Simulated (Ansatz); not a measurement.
Born–Oppenheimer molecular dynamics of CH₇BNP (11 atoms, charge 0, multiplicity 1). It starts from a relaxed structure.

Method: Ansatz 0.2.0, RKS BHLYP/6-31G*.

```yaml
ensemble: NVE (velocity Verlet)
time_step: 1 fs
steps_asked: 100
starting_velocities_drawn_for: 100 K
seed: 397273
```

First frame:

```xyz
11
Properties=species:S:1:pos:R:3
N -1.002 1.065 -0.510
C -0.871 0.054 0.530
B 0.517 -0.661 0.609
P 1.931 -0.279 -0.584
H -1.943 1.425 -0.545
H -0.405 1.852 -0.309
H -1.163 0.393 1.533
H -1.571 -0.760 0.308
H 0.724 -1.400 1.518
H 1.278 -0.226 -1.823
H 2.570 -1.522 -0.707
```

Q: How far do the bonds stretch over the last three quarters of this one trajectory? (Pairs bonded in most of those frames.)

A: 
```csv
bond,mean (Å),spread (Å),shortest,longest
N1–C2,1.458,0.007,1.45,1.47
N1–H5,1.008,0.007,1.00,1.02
N1–H6,1.008,0.010,0.99,1.02
C2–B3,1.566,0.016,1.54,1.59
C2–H7,1.097,0.007,1.09,1.11
C2–H8,1.097,0.002,1.09,1.10
B3–P4,1.888,0.007,1.88,1.90
B3–H9,1.190,0.011,1.17,1.21
P4–H10,1.401,0.004,1.39,1.41
P4–H11,1.406,0.019,1.37,1.44
```

Mean temperature of the second half: 48 K. The conserved energy stayed within 0.18 meV per atom of its start (net change 0.095 meV per atom), so the integration is sound. Over the second half the temperature averaged 0.48 of the 100 K drawn at the start: a run that starts near a minimum puts about half its kinetic energy into the potential. A run of 0.1 ps of so small a system gives no equilibrium averages.

Time of the run: 6.5 min on 1 thread of Intel(R) Xeon(R) Platinum 8259CL CPU @ 2.50GHz (Skylake/Cascade Lake) (shared host), peak memory 0.15 GiB.
